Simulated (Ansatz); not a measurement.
# Relative stability

Two relaxed structures of CHOSe, doublet (PBE0-D4/def2-TZVP; forces vanish, vibrations not checked).

A:

| atom | x (Å) | y (Å) | z (Å) |
| --- | --- | --- | --- |
| O1 | -0.6824 | -0.0458 | 1.7274 |
| C2 | -0.3270 | 0.3265 | 0.6908 |
| Se3 | 0.4373 | -0.7458 | -0.8018 |
| H4 | 0.5722 | 0.4651 | -1.6164 |

B:

```
atom    x (Å)    y (Å)    z (Å)
  O1  -0.7273  -0.2446   1.7936
  C2  -0.2997   0.3085   0.8291
 Se3   0.3608  -0.5968  -0.7280
  H4  -0.2350   1.4082   0.7219
```

Computed with Ansatz 0.2.0 (basis: def2-TZVPP); correlated methods freeze the cores; orbitals are unrestricted. Filled d shells of the heavier atoms are correlated. The def2 sets are not built for correlating such inner shells, so the correlated values are less sure here. B3LYP uses VWN-RPA correlation.

**Question.** Which structure is lower at CCSD(T), and by how much? (Judge from chemistry; the value comes from the calculation.)

**Answer.** The calculation gives: B, by 0.142 eV (electronic energy, against the other). By their contacts, A is CHOSe ([O][C][SeH]) and B is CHOSe ([O][CH][Se]).

All methods give the same order:

| method | E(B) − E(A) (eV) |
| --- | --- |
| PBE-D4 | -0.133 |
| r2SCAN-D4 | -0.127 |
| PBE0-D4 | -0.186 |
| B3LYP-D4 | -0.156 |
| wB97M-V | -0.184 |
| HF | -0.344 |
| MP2 | -0.196 |
| CCSD | -0.186 |
| CCSD(T) | -0.142 |

T1 diagnostic: at most 0.018. ⟨S²⟩ of the unrestricted Hartree–Fock references: 0.76 to 0.79 (a pure state has 0.75).

Labels in which every atom is bracketed show which atoms are joined, not bond orders.

For scale, one of the runs: CCSD(T)/def2-TZVPP, 124 basis functions, launched by `ansatz run in.yaml --threads 2 --pin off --events-out ev --progress --plain --max-ram 4352MiB`. The run took 70 s on 2 CPU threads of an Arm Neoverse V1 (shared host), with 1.4 GiB of host memory at its peak.
